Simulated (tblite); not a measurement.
Parent: `[CH3:1][CH2:2][C@@H:3]([CH3:4])[n:5]1[n:6][cH:7][cH:8][n:9]1` with C1–C2–C3–C4 175°, C2–C3–N5–N6 121°, C6H11N3.

The geometries are computed with GFN2-xTB (gas phase). One conformer each, not checked by frequencies here.

```tsv
coordinate of the parent	value
C1–C2	1.524 Å
C2–C3	1.531 Å
C3–C4	1.527 Å
C3–N5	1.440 Å
N5–N6	1.308 Å
N6–C7	1.326 Å
C7–C8	1.395 Å
C8–N9	1.326 Å
N5–N9	1.308 Å
C1–C2–C3	112.0°
C2–C3–C4	111.8°
C2–C3–N5	109.5°
C4–C3–N5	109.1°
C3–N5–N6	122.3°
C3–N5–N9	122.6°
N6–N5–N9	115.1°
N5–N6–C7	104.7°
N6–C7–C8	107.8°
C7–C8–N9	107.9°
N5–N9–C8	104.6°
```

Question: How does the shared frame change in `[CH3:1][CH2:2][C@H:3]([CH3:4])[n:5]1[n:6][cH:7][c:8]([SiH3:9])[n:10]1` with C1–C2–C3–C4 -176°, C2–C3–N5–N6 -121°, C6H13N3Si? Atoms pair as C1 = C1, C2 = C2, C3 = C3, C4 = C4, N5 = N5, N6 = N6, C7 = C7, C8 = C8, N9 = N10 (parent first).

Answer: 
| parent | relative | value in the relative | change |
| --- | --- | --- | --- |
| C1–C2 | C1–C2 | 1.524 Å | 0.000 |
| C2–C3 | C2–C3 | 1.532 Å | +0.001 |
| C3–C4 | C3–C4 | 1.526 Å | -0.001 |
| C3–N5 | C3–N5 | 1.439 Å | -0.001 |
| N5–N6 | N5–N6 | 1.310 Å | +0.002 |
| N6–C7 | N6–C7 | 1.323 Å | -0.003 |
| C7–C8 | C7–C8 | 1.404 Å | +0.009 |
| C8–N9 | C8–N10 | 1.333 Å | +0.007 |
| N5–N9 | N5–N10 | 1.307 Å | -0.001 |
| C1–C2–C3 | C1–C2–C3 | 112.1° | +0.1 |
| C2–C3–C4 | C2–C3–C4 | 111.6° | -0.2 |
| C2–C3–N5 | C2–C3–N5 | 109.5° | 0.0 |
| C4–C3–N5 | C4–C3–N5 | 109.1° | 0.0 |
| C3–N5–N6 | C3–N5–N6 | 122.4° | +0.1 |
| C3–N5–N9 | C3–N5–N10 | 122.7° | +0.1 |
| N6–N5–N9 | N6–N5–N10 | 114.9° | -0.2 |
| N5–N6–C7 | N5–N6–C7 | 104.4° | -0.3 |
| N6–C7–C8 | N6–C7–C8 | 108.7° | +0.9 |
| C7–C8–N9 | C7–C8–N10 | 106.5° | -1.4 |
| N5–N9–C8 | N5–N10–C8 | 105.5° | +0.9 |

Of the parent's bonds, C7–C8 changes most (+0.009 Å). Bonds of the relative outside the shared frame: C8–Si9 1.869 Å. Point group C1 → C1.
